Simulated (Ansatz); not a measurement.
Reaction (substitution at a C–C bond): `C/C=C/CC` + `Cl[SiH2][SeH]` → `C[Se][SiH2]Cl` + `C/C=C/C`

Gas-phase electronic energies from Ansatz, PBE0-D4/def2-TZVP geometries. CCSD(T)/CBS adds triple-zeta CCSD(T) − MP2 to the extrapolated MP2 energy (def2 sets, frozen cores). Double bonds are as drawn, so ΔE can hold a change between cis and trans. DFT in def2-TZVPP. B3LYP here is the variant with VWN-RPA as its local correlation; programs differ in this. HSE06 is defined as in plane-wave codes. For Se outer-core shells are correlated without core-valence functions, which leaves a few kJ/mol of doubt a bond. Scalar relativity is left out up to krypton. One conformer a species, not always the lowest.

`C/C=C/CC`:

Z-matrix (Å, degrees):
```
C
C 1 1.490
H 1 1.095 2 111.2
H 1 1.092 2 111.4 3 -120.7
H 1 1.095 2 111.2 3 118.6
C 2 1.327 1 125.2 3 120.0
H 2 1.090 1 116.4 3 -59.8
C 6 1.492 2 125.3 1 179.5
H 6 1.091 2 118.6 1 0.5
C 8 1.525 6 112.6 2 -119.2
H 8 1.094 6 109.4 2 3.4
H 8 1.097 6 109.3 2 119.7
H 10 1.093 8 111.1 6 -58.1
H 10 1.093 8 111.3 6 -178.1
H 10 1.092 8 110.9 6 61.5
```

`Cl[SiH2][SeH]`:

```xyz
6

Cl   -1.878    0.765    1.185
Si   -0.220    0.452    0.025
Se    0.339   -1.730    0.306
H    -0.567    0.752   -1.383
H     0.854    1.359    0.490
H     1.471   -1.599   -0.624
```

`C[Se][SiH2]Cl`:

```xyz
9

C     0.025    1.215   -1.047
Se    1.431    0.348    0.005
Si    0.087   -1.084    1.101
Cl   -0.821   -2.434   -0.163
H     0.520    1.973   -1.651
H    -0.701    1.687   -0.388
H    -0.457    0.485   -1.694
H     0.934   -1.825    2.061
H    -1.018   -0.364    1.777
```

`C/C=C/C`:

Cartesian coordinates in Å:
```
C -0.455 1.799 0.596
C 0.081 0.637 -0.167
C -0.081 -0.637 0.167
C 0.455 -1.799 -0.596
H 0.351 2.464 0.924
H -1.127 2.404 -0.021
H -1.007 1.474 1.480
H 0.649 0.869 -1.068
H -0.648 -0.869 1.069
H 1.126 -2.404 0.021
H -0.351 -2.463 -0.925
H 1.008 -1.474 -1.480
```

| level | ΔE (kJ/mol) | difference from CCSD(T)/CBS |
| --- | --- | --- |
| LDA (SPW92) | 0.6 | 3.3 |
| PBE-D4 | -7.3 | -4.6 |
| revPBE-D4 | -7.9 | -5.2 |
| BLYP-D4 | -9.3 | -6.6 |
| B97M-V | -2.0 | 0.7 |
| PBE0-D4 | -4.0 | -1.3 |
| r2SCANh-D4 | -3.9 | -1.2 |
| r2SCAN0-D4 | -2.6 | 0.1 |
| HSE06-D4 | -4.2 | -1.5 |
| BHLYP-D4 | -2.9 | -0.2 |
| CAM-B3LYP-D4 | -1.1 | 1.6 |
| ωB97X-V | -1.7 | 1.0 |
| ωB97M-V | -2.5 | 0.2 |
| B2PLYP | -4.1 | -1.4 |
| PBE-QIDH | -2.0 | 0.7 |
| PBE | -6.0 | -3.3 |
| revPBE | -7.4 | -4.7 |
| r2SCAN | -4.7 | -2.0 |
| PBE0 | -2.7 | 0.0 |
| B3LYP | -3.7 | -1.0 |
| r2SCANh | -3.7 | -1.0 |
| r2SCAN0 | -2.3 | 0.4 |
| HSE06 | -3.0 | -0.3 |
| BHLYP | 0.0 | 2.7 |
| CAM-B3LYP | 0.3 | 3.0 |
| LC-ωPBE | 0.6 | 3.3 |
| RPA@PBE/def2-TZVPP | -1.5 | 1.2 |
| HF/def2-SVP | 8.5 | 11.2 |
| MP2/def2-SVP | 8.5 | 11.2 |
| CCSD(T)/def2-SVP | 10.7 | 13.4 |
| HF/def2-TZVPP | 3.1 | 5.8 |
| MP2/def2-TZVPP | -5.0 | -2.3 |
| SCS-MP2/def2-TZVPP | -3.7 | -1.0 |
| CCSD/def2-TZVPP | -0.7 | 2.0 |
| CCSD(T)/def2-TZVPP | -2.5 | 0.2 |
| HF/def2-QZVPP | 3.3 | 6.0 |
| MP2/def2-QZVPP | -5.0 | -2.3 |
| HF/CBS(def2) | 3.3 | 6.0 |
| MP2/CBS(def2) | -5.2 | -2.5 |
| CCSD/CBS(def2) | -0.9 | 1.8 |
| CCSD(T)/CBS | -2.7 | 0 |

Largest T1 diagnostic among the species: 0.010.

At CCSD(T), def2-SVP lies +13.4 kJ/mol from the extrapolated value and def2-TZVPP +0.2 kJ/mol. Leaving LDA and LC-ωPBE aside and taking each functional with its dispersion term where it has one, the values spread over 8.1 kJ/mol, from BLYP-D4 to CAM-B3LYP-D4. LDA lies +6.7 kJ/mol from PBE without D4. In def2-TZVPP, CCSD(T) changes the Hartree–Fock value by −5.6 kJ/mol (the triples alone add −1.8 kJ/mol) and MP2 by −8.1 kJ/mol.
